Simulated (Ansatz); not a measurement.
Triflate (`O=S(=O)([O-])C(F)(F)F`). The species carries charge -1 and has multiplicity 1.

```json
{"atom": "O1", "x (Å)": "-1.295", "y (Å)": "-1.420", "z (Å)": "-0.119"}
{"atom": "S2", "x (Å)": "-0.986", "y (Å)": "-0.007", "z (Å)": "-0.152"}
{"atom": "O3", "x (Å)": "-1.105", "y (Å)": "0.627", "z (Å)": "-1.447"}
{"atom": "O4", "x (Å)": "-1.479", "y (Å)": "0.765", "z (Å)": "0.967"}
{"atom": "C5", "x (Å)": "0.845", "y (Å)": "0.006", "z (Å)": "0.131"}
{"atom": "F6", "x (Å)": "1.504", "y (Å)": "-0.671", "z (Å)": "-0.822"}
{"atom": "F7", "x (Å)": "1.342", "y (Å)": "1.252", "z (Å)": "0.138"}
{"atom": "F8", "x (Å)": "1.174", "y (Å)": "-0.552", "z (Å)": "1.305"}
```

Problem. List the harmonic frequencies (cm⁻¹, unscaled) at PBE0-D4/def2-TZVPD in Ansatz. (Estimate.)

Solution. Ansatz gave: 65, 196, 196, 300, 343, 343, 518, 518, 574, 574, 644, 757, 1060, 1159, 1159, 1233, 1317, 1317.

Problem. Is this a minimum?

Solution. Yes, all 18 modes are real.

Problem. Give the ideal-gas thermochemistry at 298.15 K and 1 bar (rigid rotor, harmonic oscillator; point group C3v, symmetry number 3).

Solution. Zero-point energy 73.4 kJ/mol; H(298) − E = 94.4 kJ/mol; entropy 345.4 J/(mol·K), of which translation 171.3, rotation 109.0, vibration 65.1; G(298) − E = -8.6 kJ/mol. Modes under 100 cm⁻¹ are hindered rotations or soft bends, so the harmonic entropy is rough.

Problem. And at 400, 500, 600, 800 and 1000 K?

Solution. 
| T (K) | H − E (kJ/mol) | S (J/mol/K) | G − E (kJ/mol) |
| --- | --- | --- | --- |
| 400 | 106.4 | 380.0 | -45.6 |
| 500 | 119.8 | 409.8 | -85.1 |
| 600 | 134.3 | 436.2 | -127.4 |
| 800 | 165.5 | 481.1 | -219.3 |
| 1000 | 198.6 | 518.0 | -319.4 |
